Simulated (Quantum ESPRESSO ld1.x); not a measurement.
Values are calculated unless marked as measured or tabulated.
Se32+, configuration [He] (the NIST ground configuration). Code: ld1.x of Quantum ESPRESSO 7.5. Model: scalar-relativistic Kohn-Sham, LDA (Slater exchange, Perdew-Zunger correlation), spin-polarised, spherical densities, point nucleus.

Unscreened Slater integrals over Kohn-Sham orbitals (hartree). They are taken over the spin-up orbitals. Empty in this configuration: 2p, 2s.

\begin{tabular}{lr}
integral & value \\ \hline
F0(2p,2p) & 6.0034 \\
F2(2p,2p) & 2.8897 \\
F0(2p,2s) & 5.4204 \\
G1(2p,2s) & 2.9982 \\
F0(2p,1s) & 8.0674 \\
G1(2p,1s) & 1.6336 \\
F0(2s,2s) & 5.0633 \\
F0(2s,1s) & 7.0905 \\
G0(2s,1s) & 0.73289 \\
F0(1s,1s) & 21.479 \\
\end{tabular}
